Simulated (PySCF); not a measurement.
Two species compared at the same levels of theory.

First species: thietane 1,1-dioxide, C3H6O2S.
SMILES: `O=S1(=O)CCC1`

Second species: C₃H₉ClOSi₂.
Atom-mapped SMILES: `[CH3:1][O:2][SiH2:3]/[CH:4]=[CH:5]\[SiH2:6][Cl:7]` (hydrogens: H8, H9, H10 on C1; H11, H12 on Si3; H13 on C4; H14 on C5; H15, H16 on Si6)

Levels: PBE0/def2-SVPD for dipole moment, HOMO energy, LUMO energy, HOMO–LUMO gap, static isotropic polarisability and electronic spatial extent ⟨r²⟩ about the centre of nuclear charge; TDDFT PBE0/def2-SVPD for lowest singlet excitation; TDA PBE0/def2-SVPD for lowest triplet excitation (Tamm–Dancoff); GFN2-xTB for rotational constant A and rotational constant C. Geometries: GFN2-xTB. Each structure is a single optimised conformer of the isolated species, non-relativistic unless stated. Electronic properties by PySCF.

The conformers computed, where there is a choice (atom-mapped SMILES and torsion angles):
- `[CH3:1][O:2][SiH2:3]/[CH:4]=[CH:5]\[SiH2:6][Cl:7]`: C1–O2–Si3–C4 -179°, O2–Si3–C4–C5 1°, C4–C5–Si6–Cl7 180°

**Question.** Which has the higher dipole moment?

**Answer.** The first: 5.13 D against 3.59 D, a difference of 1.54 D.

**Question.** Which of the two has the higher T1 energy, and by how much?

**Answer.** The first: 7.11 eV against 4.01 eV, a difference of 3.10 eV.

**Question.** Which has the higher HOMO energy?

**Answer.** The second: -8.07 eV against -8.49 eV, a difference of 0.42 eV.

**Question.** Which of the two has the higher rotational constant C, and by how much?

**Answer.** The first: 2.697 GHz against 0.600 GHz, a difference of 2.097 GHz.

**Question.** Which of the two has the higher LUMO energy, and by how much?

**Answer.** The first: 0.26 eV against -1.11 eV, a difference of 1.37 eV.

**Question.** Which of the two has the higher rotational constant A, and by how much?

**Answer.** The first: 5.104 GHz against 2.772 GHz, a difference of 2.332 GHz.

**Question.** Which of the two has the higher ⟨r²⟩, and by how much?

**Answer.** The second: 1793 bohr² against 572 bohr², a difference of 1221 bohr².

**Question.** Which of the two has the higher S1 energy, and by how much?

**Answer.** The first: 7.66 eV against 5.68 eV, a difference of 1.98 eV.

On the first: The vertical singlet–triplet gap S1 − T1 is 0.55 eV (TDDFT singlet less Tamm–Dancoff triplet; S1: HOMO→LUMO, weight 0.61, beside HOMO→LUMO+1, weight 0.34; T1: HOMO→LUMO+1, weight 0.49).

On the second: S1 lies 1.28 eV below the HOMO–LUMO gap; its leading configuration is HOMO−1→LUMO, weight 0.92. In wavenumbers S1 is 45800 cm⁻¹ (1 eV = 8065.54 cm⁻¹).
